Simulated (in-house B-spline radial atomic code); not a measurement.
Ionising neutral calcium with different functionals

Computed with a radial B-spline atomic code at the basis-set limit: scalar-relativistic (spin-free X2C) Hamiltonian, Fermi nucleus of rms radius 3.4776 fm, spin-polarised at highest spin, spherical fractional occupations for the functionals, and exact exchange of hybrids averaged over the configuration. The ionisation energy is the difference of two self-consistent energies, [Ar] 4s2 → [Ar] 4s1, without Breit or QED terms; ε is the level of the shell that loses the electron (its least bound occupied spin orbital).

```json
{"method": "PBE0", "rung": "global hybrid", "ΔSCF (eV)": "6.01", "-ε(4s) (eV)": "4.33"}
{"method": "B3LYP", "rung": "global hybrid", "ΔSCF (eV)": "6.16", "-ε(4s) (eV)": "4.21"}
{"method": "TPSSh", "rung": "global hybrid", "ΔSCF (eV)": "5.99", "-ε(4s) (eV)": "4.01"}
{"method": "BHandHLYP", "rung": "global hybrid", "ΔSCF (eV)": "5.98", "-ε(4s) (eV)": "4.75"}
{"method": "r2SCAN0", "rung": "global hybrid", "ΔSCF (eV)": "5.86", "-ε(4s) (eV)": "4.36"}
{"method": "B97-1", "rung": "global hybrid", "ΔSCF (eV)": "6.21", "-ε(4s) (eV)": "4.16"}
{"method": "HSE06", "rung": "range-separated hybrid", "ΔSCF (eV)": "6.02", "-ε(4s) (eV)": "3.98"}
{"method": "wB97X", "rung": "range-separated hybrid", "ΔSCF (eV)": "6.21", "-ε(4s) (eV)": "5.93"}
{"method": "CAM-B3LYP", "rung": "range-separated hybrid", "ΔSCF (eV)": "6.10", "-ε(4s) (eV)": "5.17"}
{"method": "LC-wPBE", "rung": "range-separated hybrid", "ΔSCF (eV)": "5.86", "-ε(4s) (eV)": "5.98"}
```

**Question.** Among the functionals, which spreads more, the ΔSCF values or the orbital energies?

**Answer.** The orbital energies: ΔSCF values span about 0.36 eV and the orbital energies 1.99 eV; here energy differences depend much less on the functional than eigenvalues do.

**Question.** How do they compare with the NIST value?

**Answer.** NIST lists 6.113 eV (measured, ground level to ground level). Errors run from -0.26 to +0.10 eV; CAM-B3LYP is closest (-0.01 eV), but part of that can be cancellation, since the calculations leave out Breit-QED terms.
